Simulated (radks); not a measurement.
Fe4+, configuration [Ar] 3d4 (the NIST ground configuration).

Method: scalar-relativistic Kohn-Sham, BLYP, spin-polarised, spherical densities, point nucleus; open shells are filled with parallel spins first; computed with a radial shooting solver on a logarithmic mesh with Libxc functionals.

Energy parts (eV):
part                      energy
total                 -34526.425
kinetic                34945.283
electron-nucleus      -81242.688
Hartree                13250.381
exchange-correlation   -1479.401

Orbitals (lengths in bohr, moments of r in powers of bohr; r(max) is where P^2 peaks; r(90%) holds 90 % of the orbital's charge):
orbital  occ.  eigenvalue (eV)   r(max)     <r^2>  r(90%)  <1/r>
1s up       1        -7061.447  0.03826  0.004596   0.104  25.98
1s down     1        -7061.454  0.03826  0.004596   0.104  25.98
2s up       1        -882.0706   0.2225   0.08430   0.414  5.552
2s down     1        -879.7278   0.2223   0.08398   0.413  5.563
2p up       3        -760.6721   0.1799   0.06833   0.386  5.449
2p down     3        -758.8864   0.1797   0.06798   0.385  5.459
3s up       1        -154.1478   0.6948    0.7243    1.18  1.786
3s down     1        -148.9557   0.6961    0.7324    1.19  1.774
3p up       3        -119.6828   0.7035    0.8003    1.26  1.660
3p down     3        -114.6221   0.7056    0.8150    1.28  1.646
3d up       4         -65.1709   0.6721     1.028    1.50  1.390
3d down     0         -60.3557   0.6802     1.099    1.56  1.362

The highest occupied level is 3d up at -65.171 eV. The density falls to 0.001 e/bohr^3 at r = 2.50 bohr. Summed over all electrons, <r^2> = 11.00 bohr^2, which gives a Langevin (diamagnetic) susceptibility term of -8.71 x 10^-6 cm^3/mol. Spin moment in Bohr magnetons: 4.
